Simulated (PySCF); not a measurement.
CH8FN3Si, SMILES N[Si](N)(N)CF.

The structure is a stationary point at B3LYP-D3(BJ)/def2-SVP. The structure was generated by enumeration, and PubChem lists no compound with its InChIKey, so it may never have been made. The values are those of a single conformer.

Level of theory: HF/def2-TZVP (PySCF).

Isolated molecule, no solvent.

Computed frontier levels, gap, dipole moment and polarisability:
- highest occupied level: -10.75 eV
- lowest empty level: 3.33 eV
- orbital gap: 14.08 eV
- dipole moment: 1.71 D
- quadrupole, principal values (traceless, Buckingham form, about the centre of nuclear charge): -6.86, 1.17, 5.69 D·Å
- mean static polarisability: 53.8 bohr³ (7.97 Å³)
- polarisability, principal values: 51.2, 54.8, 55.3 bohr³
